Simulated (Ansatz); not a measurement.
C2H7NSe can be A, `CNC[SeH]`, or B, `C[Se]CN`.

Calculated with Ansatz (gas phase, PBE0-D4/def2-TZVP geometries, no zero-point term in ΔE). CBS: MP2 limit from def2 TZ/QZ plus the TZ coupled-cluster correction, frozen cores. DFT in def2-TZVPP. B3LYP here is the variant with VWN-RPA as its local correlation; programs differ in this. For Se outer-core shells are correlated without core-valence functions, which leaves a few kJ/mol of doubt a bond. Scalar relativity is left out up to krypton. Each species was taken in one conformer, which may not be the lowest.

Which isomer does CCSD(T)/CBS put lower? Give the gap. (Best estimate.)

Ansatz gave: B, by 39.5 kJ/mol.

Give E(B) − E(A) in kJ/mol with B3LYP-D4, B2PLYP, ωB97M-V, PBE0-D4, MP2/def2-TZVPP, r2SCAN-D4, CCSD(T)/def2-TZVPP. (Estimate.)

Ansatz gave: B3LYP-D4 -39.4, B2PLYP -39.1, ωB97M-V -37.7, PBE0-D4 -39.4, MP2/def2-TZVPP -42.4, r2SCAN-D4 -42.4, CCSD(T)/def2-TZVPP -38.0. None reverses the order clearly.

Largest T1 diagnostic: 0.009.

From PBE to PBE0 (25 % exact exchange), in def2-TZVPP and without D4, E(B) − E(A) moves by +3.2 kJ/mol. In def2-TZVPP, CCSD(T) changes the Hartree–Fock value by −9.3 kJ/mol (the triples alone add −2.2 kJ/mol) and MP2 by −13.7 kJ/mol.
